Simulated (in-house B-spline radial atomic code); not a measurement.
Response and correlation of Bi⁷⁷⁺

Closed shell [He] 2s2 (2p1/2)2. Computed with a B-spline radial code for spherical atoms: Dirac-Hartree-Fock, relativistic RPA (time-dependent Dirac-Hartree-Fock) for the response and second-order many-body perturbation theory for correlation, no-pair Dirac-Coulomb Hamiltonian, finite nucleus.

The shells are closed in jj coupling only; the real ground state mixes other jj configurations.

Command:
```bash
python run_mb.py task.json out
```
Settings (nuclear radius in fm, box in bohr, cutoff in hartree; a minus after a letter marks j = l - 1/2):
```
basis_form          2
Z                   83
core_configuration  [He] 2s2 2p-2
rms_radius          5.5211
mass_number         209
speed_of_light      137.036
box_radius          1.379
lmax                7
intervals           54
virtual_cutoff      172225.0
```

Cost of the run: 0.4 s on 1 thread of Intel(R) Xeon(R) Platinum 8488C (shared host).

| multipole (bohr³, bohr⁵, bohr⁷) | uncoupled | coupled RPA |
| --- | --- | --- |
| dipole | 3.5177e-05 | 3.6785e-05 |
| quadrupole | 1.1606e-07 | ? |
| octupole | 5.694e-10 | 5.7581e-10 |

**Question.** What is the coupled quadrupole polarisability?

**Answer.** 1.2302e-07 atomic units, +6 % against the uncoupled value.

**Question.** Which subshells carry the dipole polarisability?

**Answer.** 2s1/2 86.9 %, 2p1/2 12.9 %, 1s1/2 0.2 %.

**Question.** What does the dipole shielding factor come to?

**Answer.** The dipole shielding factor is 0.072, against the exact N/Z = 6/83 = 0.072 of the non-relativistic theorem.

Dipole polarisability at imaginary frequency:

```json
{"u (Eh)": "0", "α(iu) (bohr³)": "3.679e-05"}
{"u (Eh)": "34.4", "α(iu) (bohr³)": "3.407e-05"}
{"u (Eh)": "103", "α(iu) (bohr³)": "2.271e-05"}
{"u (Eh)": "207", "α(iu) (bohr³)": "1.315e-05"}
{"u (Eh)": "344", "α(iu) (bohr³)": "8.476e-06"}
{"u (Eh)": "689", "α(iu) (bohr³)": "4.18e-06"}
{"u (Eh)": "1380", "α(iu) (bohr³)": "1.607e-06"}
{"u (Eh)": "3440", "α(iu) (bohr³)": "3.53e-07"}
```

**Question.** What dispersion coefficients follow for two such ions (the dispersion part alone)?

**Answer.** C6 = (3/π)∫α(iu)²du = 1.585e-07 hartree·bohr⁶ and C8 = 3.554e-09 hartree·bohr⁸.

Lowest J = 1 odd-parity excitations:

| energy (eV) | oscillator strength | leading channel | weight |
| --- | --- | --- | --- |
| 2925.7 | 0.334 | 2s1/2 → p3/2 | 1.0 |
| 13756 | 0.032 | 2p1/2 → s1/2 | 0.999 |
| 14209 | 0.296 | 2s1/2 → p1/2 | 0.998 |
| 14717 | 1.05 | 2p1/2 → d3/2 | 0.998 |
| 14959 | 0.27 | 2s1/2 → p3/2 | 0.999 |
| 18493 | 0.00745 | 2p1/2 → s1/2 | 1.0 |
| 18872 | 0.181 | 2s1/2 → p1/2 | 0.818 |
| 18890 | 0.109 | 2p1/2 → d3/2 | 0.818 |

Second-order correlation energy by the highest angular momentum of the excited pair (hartree): s -0.02688, p -0.16, d -0.07618, f -0.0146, g -0.004277, h -0.001693, i -0.0008059, k -0.0004321.

**Question.** What is the second-order correlation energy at the partial-wave limit?

**Answer.** The listed waves sum to -0.28486 hartree; extrapolating the increments as (l + 1/2)⁻⁴ gives -0.28575 hartree, -1.3 eV per electron.
